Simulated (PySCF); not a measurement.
Exercise with solution: refractive index and permittivity of the vapour

C₄H₃ClSi, SMILES C([SiH](Cl)C#C)#C.

Coordinates come from a B3LYP-D3(BJ)/def2-SVP optimisation.

PySCF with r2SCAN/def2-TZVP gives a mean static polarisability of 77.6 bohr³ and a dipole moment of 1.88 D. Take an ideal gas at 298.15 K and 1 bar, whether or not the substance is that volatile.

Task: Work out n − 1 in the optical limit and the static ε − 1.

Result: 
Polarisability volume α' = 77.6 × 0.148185 = 11.50 Å³. Number density N = p/kT = 2.43e-5 Å⁻³.
Dilute limit of Lorentz–Lorenz: n − 1 = 2π N α' = 0.0018.
Orientation term of Debye: μ²/(3kT) = 8.098 Å³ × μ²(D²) = 28.62 Å³.
ε − 1 = 4π N (α' + μ²/3kT) = 0.012. Orientation of the dipole supplies 71 % of the static response; it can't follow optical fields. Vibrational polarisation and dispersion are left out.
